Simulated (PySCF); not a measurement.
UHF on Co²⁺ (cobalt, charge +2)

Configuration: [Ar] 3d6 4p1, one real determinant (an excited configuration). Calculation: PySCF 2.14, in x2c-TZVPPall with one added diffuse shell each of s, p, d, f type (7s6p5d3f1g, 80 functions); the spin-free X2C one-electron Hamiltonian (Gaussian nucleus).

* Total energy: -1390.653915 hartree
* One-electron energy: -1900.3224 hartree
* Hartree (Coulomb) energy: 567.7541 hartree
* Exchange energy: -58.0856 hartree
* ⟨S²⟩: 8.7527
* ⟨L²⟩: 8.014
* Sum of ⟨r⟩: 16.74 bohr
* Sum of ⟨r²⟩: 21.87 bohr²
* Traceless quadrupole moment −½Σ⟨3z² − r²⟩ along its main axis: -3.25 e·bohr²
* Langevin diamagnetic susceptibility: -17.3 ×10⁻⁶ cm³/mol

| shell | electrons | mean orbital energy (eV) | spread (eV) | rms radius, mean of both spins (bohr) |
| --- | --- | --- | --- | --- |
| 1s α | 1 | -7804.7 | 0 | 0.0649 |
| 1s β | 1 | -7804.6 | 0 | 0.0649 |
| 2s α | 1 | -995.83 | 0 | 0.276 |
| 2s β | 1 | -991.81 | 0 | 0.276 |
| 2p α | 3 | -853.49 | 1.221 | 0.249 |
| 2p β | 3 | -849.44 | 0.142 | 0.249 |
| 3s α | 1 | -158.86 | 0 | 0.825 |
| 3s β | 1 | -147.99 | 0 | 0.825 |
| 3p α | 3 | -116.34 | 2.405 | 0.875 |
| 3p β | 3 | -103.24 | 2.136 | 0.875 |
| 3d α | 5 | -47.818 | 2.476 | 1.05 |
| 3d β | 1 | -41.775 | 0 | 1.05 |
| 4p α | 1 | -20.610 | 0 | 2.97 |

⟨L²⟩ = 8.01 against 12 for a pure F term, so this real determinant mixes terms.

Densities and radii are taken from the X2C orbitals without a picture-change correction, which distorts them close to the nucleus.

Spin-orbit constants ζ (cm⁻¹) from the X2C one-electron operator on these orbitals: bare nucleus, nucleus screened by l(l+1)(2l+1)/3 electrons, and screened by the Breit-Pauli mean field of the electrons.

| shell | bare | screened nucleus | mean field |
| --- | --- | --- | --- |
| 2p | 83420 | 77240 | 74390 |
| 3p | 10780 | 9977 | 9554 |
| 3d | 1051 | 661.5 | 600.0 |
| 4p | 747.3 | 692.0 | 658.4 |

To first order the Landé constant is A = -36.10 cm⁻¹, so the lowest level has J = 11/2 and lies 0.0336 eV below the centre of the term. This holds in LS coupling only.
